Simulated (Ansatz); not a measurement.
`CCBO` and `CCBB[SiH3]` differ in one atom or group.

Ansatz, PBE0-D4/def2-TZVP geometries, multiplicity 1. Each molecule was computed in one conformer, which needn't be the lowest.

```tsv
property	`CCBO`
LUMO energy (B3LYP/def2-TZVPP) / eV	-0.15
HOMO energy (B3LYP/def2-TZVPP) / eV	-8.10
HOMO energy (PBE0/def2-TZVPP) / eV	-8.28
LUMO energy (PBE0/def2-TZVPP) / eV	0.11
HOMO–LUMO gap (PBE0/def2-TZVPP) / eV	8.39
HOMO energy (PBE/def2-TZVPP) / eV	-6.85
```

(1) Give the same properties after the change, and the shifts. (Best estimate.)

Results:

(1) Ansatz gave: 
```tsv
property	`CCBB[SiH3]`	shift
LUMO energy (B3LYP/def2-TZVPP) / eV	-2.24	-2.09
HOMO energy (B3LYP/def2-TZVPP) / eV	-7.48	0.62
HOMO energy (PBE0/def2-TZVPP) / eV	-7.66	0.62
LUMO energy (PBE0/def2-TZVPP) / eV	-2.07	-2.18
HOMO–LUMO gap (PBE0/def2-TZVPP) / eV	5.59	-2.80
HOMO energy (PBE/def2-TZVPP) / eV	-6.43	0.42
```

With PBE0 the HOMO rises by 0.62 eV and the LUMO falls by 2.18 eV, so the gap narrows by about 2.80 eV. PBE moves the HOMO by 0.42 eV and ωB97M-V by 0.77 eV.

B3LYP here is the variant with VWN-RPA as its local correlation; programs differ in this.
